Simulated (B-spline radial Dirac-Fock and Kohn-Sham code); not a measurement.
Dipole and non-dipole photoemission parameters of Ga 4s

System: the free gallium atom, [Ar] 3d10 4s2 4p1; threshold 11.10 eV (orbital energy of the model). The computed values come from a radial atomic solver: Dirac-Hartree-Slater photoionisation with a Latter tail; cross sections with all multipoles, angular parameters from the dipole term and its interference with E2.

The run's input, task.json:

```json
{"items": [{
  "Z": 31,
  "q": 0,
  "cfg": [[1, 0, 2], [2, 0, 2], [2, 1, 6], [3, 0, 2], [3, 1, 6], [3, 2, 10], [4, 0, 2], [4, 1, 1]],
  "A": 69,
  "rrms": 3.9973,
  "do": "xps",
  "hv": [59.1, 60, 80, 85.6, 150, 154.0, 200.0, 201.0, 239.0, 245.0, 277.0, 278.0, 299.0, 400.0, 555.0, 714.0, 1340.0, 1486.9, 2000, 2060.0, 2770.0, 2984.4, 4080.0, 5070.0, 5680.0, 6850.0, 8080.0, 9930.0, 12000, 15000],
  "edges": {"K": 10367.0, "L1": 1299.0, "L2": 1143.2, "L3": 1116.4, "M1": 159.51, "M2": 103.5, "M3": 100.0}
}]}
```

Command: `python xray2_run.py task.json out`

For linearly polarised light dσ/dΩ = σ/(4π) [1 + β P₂(cos θ) + (δ + γ cos²θ) sin θ cos φ], with θ from the polarisation vector and φ the angle between the beam and the projection of the electron momentum on the plane normal to the polarisation.

```tsv
hν (eV)	σ (kb)	β	γ
59.1	122	1.994	0.065
60	121	1.994	0.068
80	96.9	1.996	0.137
85.6	90.2	1.996	0.152
150	?	?	?
154	42.8	1.997	0.212
200	29.9	1.998	0.210
201	29.7	1.998	0.210
239	23.3	1.998	0.199
245	22.5	1.998	0.197
277	18.9	1.998	0.185
278	18.8	1.998	0.184
299	16.9	1.998	0.175
400	10.9	1.998	0.125
555	6.48	1.999	0.054
714	4.27	1.999	0.000
1340	1.41	1.999	-0.065
1486.9	1.16	1.999	-0.059
2000	0.656	1.999	-0.003
2060	0.619	1.999	0.006
2770	0.342	1.999	0.128
2984.4	0.293	1.999	0.168
4080	0.152	1.999	0.381
5070	0.0944	1.999	0.570
5680	0.0733	1.999	0.682
6850	0.0479	1.999	0.887
8080	0.0326	1.999	1.088
9930	0.0199	1.998	1.364
12000	0.0126	1.998	1.643
15000	0.00718	1.998	2.007
```

**Question.** Give the values at 150 eV.

**Answer.** σ = 44.3 kb, β = 1.997, γ = 0.211. For an s subshell δ is negligible.
